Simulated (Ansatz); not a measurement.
A CCSD(T) single point on CH₄ClGeNS, SMILES `S/C=[N]/[GeH2][Cl]`.

```yaml
crystal:
  periodic: [false, false, false]
  atoms:
    - {symbol: S, position_ang: [-0.058969, 1.555095, 2.372239]}
    - {symbol: C, position_ang: [0.103313, 0.348546, 1.116130]}
    - {symbol: N, position_ang: [-0.033166, 0.587143, -0.113514]}
    - {symbol: Ge, position_ang: [0.163399, -0.802826, -1.307530]}
    - {symbol: Cl, position_ang: [-1.792205, -1.254137, -2.079289]}
    - {symbol: H, position_ang: [-0.337127, 2.562659, 1.526093]}
    - {symbol: H, position_ang: [0.338882, -0.630800, 1.560814]}
    - {symbol: H, position_ang: [1.021387, -0.337579, -2.484967]}
    - {symbol: H, position_ang: [0.682986, -2.074401, -0.606976]}
basis:
  gaussian: {orbitals: def2-TZVPP}
correlation: {method: ccsd_t}
output: {orbitals: {seedname: orbitals}}
```

```sh
$ ansatz run in.yaml --threads 4 --pin off --events-out ev --progress --plain
```

The program prints (abridged):

```
Functional definition: HF
1506 factors; integrals over basis functions are off by at most 1.1e-3 eV
mean field evaluation 1: about -82368.8478 eV, gradient 3.7e1 eV
mean field evaluation 2: about -82369.1274 eV, gradient 3.7e1 eV
mean field evaluation 4: about -82372.6128 eV, gradient 4.5e0 eV
mean field evaluation 8: about -82372.7161 eV, gradient 5.4e-1 eV
mean field evaluation 16: about -82372.7202 eV, gradient 3.0e-6 eV
mean field -82372.72019833 eV, -3027.1416330537 hartree, gradient 2.9e-6 eV, S^2 0.000000; 0 other end points of the search recorded, 0 dependent functions left out
21 core orbitals not correlated: weight in the atoms' cores, before any rotation towards them, 1.000 or more for the frozen orbitals, at most 0.000 for the correlated occupied ones
reference -82372.72019833 eV, -3027.1416330537 hartree; 20, 20 occupied and 209, 209 virtual orbitals, 1506 factors
second order -26.56174354 eV of doubles, -0.00000000 eV of singles
cycle   1  -26.79086154 eV  change   -2.3e-1 eV  update   1.2e-1
cycle   2  -27.57446920 eV  change   -7.8e-1 eV  update   3.7e-2
cycle   3  -27.72525551 eV  change   -1.5e-1 eV  update   1.9e-2
cycle   4  -27.70768706 eV  change    1.8e-2 eV  update   4.7e-3
cycle   5  -27.70746444 eV  change    2.2e-4 eV  update   2.3e-3
cycle   6  -27.70783731 eV  change   -3.7e-4 eV  update   6.6e-4
cycle   7  -27.70760018 eV  change    2.4e-4 eV  update   2.7e-4
cycle   8  -27.70761587 eV  change   -1.6e-5 eV  update   1.0e-4
cycle   9  -27.70763596 eV  change   -2.0e-5 eV  update   4.4e-5
perturbative correction -1.27814412 eV, -0.0469709300 hartree
Total energy: -82401.70597842 eV, -3028.2068408244 hartree
```

Run time 58 s (4 threads of a server CPU on a shared host); peak host memory 5.7 GiB.

MP2 recovers 91.6 % of the CCSD(T) correlation energy and the triples give 4.4 %; T1 = 0.0127.
